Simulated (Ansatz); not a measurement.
Consider the ligand exchange at a B–Se bond: `NB[SeH]` + NH₃ → `NBN` + H₂Se.

Isolated molecules relaxed with PBE0-D4/def2-TZVP in Ansatz; ΔE leaves out vibrations. CCSD(T)/CBS is the MP2 limit (def2-TZVPP, def2-QZVPP) plus CCSD(T) − MP2 in def2-TZVPP, frozen cores. This one scheme is used for every species. DFT in def2-TZVPP. B3LYP here is the variant with VWN-RPA as its local correlation; programs differ in this. For Se outer-core shells are correlated without core-valence functions, which leaves a few kJ/mol of doubt a bond. Scalar relativity is left out up to krypton. Each species was taken in one conformer, which may not be the lowest.

CCSD(T)/CBS gives -25.3 kJ/mol.

Another level gave -28.8 kJ/mol. Which?
A. MP2/def2-TZVPP
B. B3LYP-D4/def2-TZVPP
C. CAM-B3LYP/def2-TZVPP
D. r2SCAN/def2-TZVPP

D. r2SCAN -28.8, B3LYP-D4 -33.6, MP2/def2-TZVPP -23.0, CAM-B3LYP -41.2 kJ/mol.

Largest T1 diagnostic among the species: 0.011.

In def2-TZVPP, CCSD(T) changes the Hartree–Fock value by +14.0 kJ/mol (the triples alone add +2.7 kJ/mol) and MP2 by +17.5 kJ/mol. The D4 term adds +3.0 kJ/mol with B3LYP and +1.5 kJ/mol with PBE0; it sums over pairs of atoms, weighted by their polarisabilities, and B3LYP, whose exchange is more repulsive, gets the larger term. Leaving LDA and LC-ωPBE aside and taking each functional with its dispersion term where it has one, the values, not all of them listed here, spread over 15.8 kJ/mol, from CAM-B3LYP-D4 to revPBE-D4. LDA lies −9.2 kJ/mol from PBE without D4.
